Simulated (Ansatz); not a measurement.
A search over several starts for the lowest SCF solution of MnNF₄⁻, that is [MnNF4]2- with one electron fewer at the given spin, in a small basis.

```yaml
crystal:
  periodic: [false, false, false]
  atoms:
    - {symbol: Mn, position_ang: [0.000170, -0.000394, 0.102119]}
    - {symbol: N, position_ang: [0.002631, -0.006197, 1.579069]}
    - {symbol: F, position_ang: [1.820317, 0.013785, -0.423013]}
    - {symbol: F, position_ang: [-0.012874, 1.822440, -0.413377]}
    - {symbol: F, position_ang: [-1.821713, -0.010519, -0.417047]}
    - {symbol: F, position_ang: [0.011470, -1.819116, -0.427741]}
basis:
  gaussian: {orbitals: def2-SVP}
total_charge: -1
magnetization: {spin_polarized: true, initial_magnetization: 1}
hamiltonian: {xc: pbe0, dispersion: d4}
output: {orbitals: {seedname: orbitals}}
```

```sh
$ ansatz run in.yaml --threads 4 --pin off --events-out ev --progress --plain --max-ram 3916MiB
```

It prints (some lines left out):

```
Functional definition: PBE0
1010 factors; integrals over basis functions are off by at most 1.7e-3 eV
mean field evaluation 1: about -43614.8151 eV, gradient 9.7e1 eV
mean field evaluation 2: about -43232.8743 eV, gradient 2.7e2 eV
mean field evaluation 4: about -43639.4093 eV, gradient 4.5e1 eV
mean field evaluation 8: about -43647.4138 eV, gradient 5.9e0 eV
mean field evaluation 16: about -43647.7612 eV, gradient 1.8e-1 eV
mean field evaluation 32: about -43647.7622 eV, gradient 4.7e-5 eV
mean field -43647.76217641 eV, -1604.0256744673 hartree, gradient 4.7e-5 eV, S^2 1.124601; 2 other end points of the search recorded, 0 dependent functions left out
reference -43647.76223972 eV, -1604.0256767940 hartree; 35, 34 occupied and 66, 67 virtual orbitals, 1010 factors
Total energy: -43647.88118950 eV, -1604.0300481176 hartree
```

Hardware: 4 threads of Intel Xeon 6975P-C on a shared host. Wall time 1.7 s.

The charge -1 doublet is spin-contaminated (final ⟨S²⟩ up to 1.12, 0.75 for a pure state).
